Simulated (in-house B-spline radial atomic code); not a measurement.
I⁻. Computed with a B-spline radial atomic code. Model: all-electron spherical atom, spin shells full or empty, radial basis limit, no spin-orbit coupling: exact exchange with a local potential (Slater, KLI or optimised effective potential, whose far tail is KLI's), no correlation.

Anion configuration assumed.

Exchange potential has not reached -1/r at the last radius.

The run also made RPA and GW results, which its time includes.

The Slater potential averages the orbital exchange potentials with the orbital densities as weights, KLI adds orbital constants, and the optimised effective potential minimises the exact-exchange energy among local potentials. So their energies lie above Hartree-Fock in the order OEP, KLI, Slater. All fall off as −1/r, unlike LDA and GGA exchange.

Command:
```bash
python run_gw.py task.json out
```
Settings (nuclear radius in fm, other lengths in bohr, energies in hartree):
```
Z                      53
electrons              54
configuration          [Kr] 4d10 5s2 5p6
hamiltonian            x2c
method                 slater
lmax                   9
rms_radius             4.75
spin_polarised         False
box_radius             60
intervals              110
```

Run time, properties included: 20 s on 1 thread of Arm Neoverse N1 (shared host).

Given: hamiltonian one-electron scalar X2C; mean-field start Slater potential.

Computed: energy above Hartree-Fock 495.44 millihartree.

```json
{"radius (bohr)": "0.000943", "r times exchange potential (hartree bohr)": "-0.059572"}
{"radius (bohr)": "0.00121", "r times exchange potential (hartree bohr)": "-0.076253"}
{"radius (bohr)": "0.00154", "r times exchange potential (hartree bohr)": "-0.096722"}
{"radius (bohr)": "0.00197", "r times exchange potential (hartree bohr)": "-0.12309"}
{"radius (bohr)": "0.00253", "r times exchange potential (hartree bohr)": "-0.15687"}
{"radius (bohr)": "0.00323", "r times exchange potential (hartree bohr)": "-0.1981"}
{"radius (bohr)": "0.00413", "r times exchange potential (hartree bohr)": "-0.24931"}
{"radius (bohr)": "0.00529", "r times exchange potential (hartree bohr)": "-0.31211"}
{"radius (bohr)": "0.00677", "r times exchange potential (hartree bohr)": "-0.38673"}
{"radius (bohr)": "0.00866", "r times exchange potential (hartree bohr)": "-0.47287"}
{"radius (bohr)": "0.0111", "r times exchange potential (hartree bohr)": "-0.56925"}
{"radius (bohr)": "0.0142", "r times exchange potential (hartree bohr)": "-0.66912"}
{"radius (bohr)": "0.0181", "r times exchange potential (hartree bohr)": "-0.76274"}
{"radius (bohr)": "0.0232", "r times exchange potential (hartree bohr)": "-0.83962"}
{"radius (bohr)": "0.0297", "r times exchange potential (hartree bohr)": "-0.88117"}
{"radius (bohr)": "0.0379", "r times exchange potential (hartree bohr)": "-0.89354"}
{"radius (bohr)": "0.0485", "r times exchange potential (hartree bohr)": "-0.94145"}
{"radius (bohr)": "0.0621", "r times exchange potential (hartree bohr)": "-1.0776"}
{"radius (bohr)": "0.0794", "r times exchange potential (hartree bohr)": "-1.255"}
{"radius (bohr)": "0.102", "r times exchange potential (hartree bohr)": "-1.3931"}
{"radius (bohr)": "0.13", "r times exchange potential (hartree bohr)": "-1.421"}
{"radius (bohr)": "0.166", "r times exchange potential (hartree bohr)": "-1.4134"}
{"radius (bohr)": "0.213", "r times exchange potential (hartree bohr)": "-1.5843"}
{"radius (bohr)": "0.272", "r times exchange potential (hartree bohr)": "-1.807"}
{"radius (bohr)": "0.348", "r times exchange potential (hartree bohr)": "-1.8639"}
{"radius (bohr)": "0.445", "r times exchange potential (hartree bohr)": "-1.646"}
{"radius (bohr)": "0.57", "r times exchange potential (hartree bohr)": "-1.5721"}
{"radius (bohr)": "0.729", "r times exchange potential (hartree bohr)": "-1.797"}
{"radius (bohr)": "0.932", "r times exchange potential (hartree bohr)": "-1.8645"}
{"radius (bohr)": "1.19", "r times exchange potential (hartree bohr)": "-1.6809"}
{"radius (bohr)": "1.53", "r times exchange potential (hartree bohr)": "?"}
{"radius (bohr)": "1.95", "r times exchange potential (hartree bohr)": "?"}
{"radius (bohr)": "2.5", "r times exchange potential (hartree bohr)": "-1.4085"}
{"radius (bohr)": "3.19", "r times exchange potential (hartree bohr)": "-1.3622"}
{"radius (bohr)": "4.09", "r times exchange potential (hartree bohr)": "-1.2642"}
{"radius (bohr)": "5.23", "r times exchange potential (hartree bohr)": "-1.1652"}
{"radius (bohr)": "6.69", "r times exchange potential (hartree bohr)": "-1.093"}
```

Problem. What belongs in the row 1.53?

Solution. r times exchange potential (hartree bohr): -1.4192.

Problem. What belongs in the row 1.95?

Solution. r times exchange potential (hartree bohr): -1.3864.

```tsv
occupied	level (hartree)	Hartree-Fock level (hartree)
1s	-1219	-1224.7
2s	-189.78	-192.62
2p	?	?
3s	-38.834	-40.213
3p	-32.673	-33.592
3d	-23.307	-23.633
4s	?	?
4p	-4.8536	-5.2897
4d	-1.9635	-2.0082
5s	-0.53738	-0.60767
5p	-0.14637	-0.1261
```

Problem. What belongs in the row 2p?

Solution. level (hartree): -171.04; Hartree-Fock level (hartree): -172.72.

Problem. What belongs in the row 4s?

Solution. level (hartree): -6.8052; Hartree-Fock level (hartree): -7.4623.

The highest level, 5p, differs from Hartree-Fock by -0.55 eV and the deepest, 1s, by +155 eV: the Slater potential lacks the response part and is deeper than the optimised one throughout, so the top level comes too deep.
